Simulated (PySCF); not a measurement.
# Electron correlation in F⁺ (fluorine, charge +1)

[He] 2s2 2p4, high-spin 3P determinant. All numbers are calculated (PySCF 2.14, no relativity, point nucleus, in aug-cc-pVDZ (4s3p2d, 23 functions)). Frozen: 1s2; 6 electrons correlated.

MP2 pair energies summed by pair of shells (mhartree):

| pair | energy | share (%) |
| --- | --- | --- |
| 2p-2p | -49.44 | 47.9 |
| 2s-2p | -46.19 | 44.8 |
| 2s-2s | -7.54 | 7.3 |

Total MP2 correlation energy: -103.17 mhartree.

Same-spin part -25.30 and opposite-spin part -77.87 mhartree; SCS-MP2 scales them by 1/3 and 6/5 to -101.88 mhartree.

| level | correlation energy (mhartree) |
| --- | --- |
| CCSD | -118.22 |
| (T) | -1.22 |
| CCSD(T) | -119.44 |

Diagnostics: T1 = 0.0053, D1 = 0.0090, largest double amplitude 0.035.

Cost of the coupled-cluster step: 0.13 s of wall time on 1 thread of Intel(R) Xeon(R) Platinum 8488C (shared host), for 6 correlated electrons.
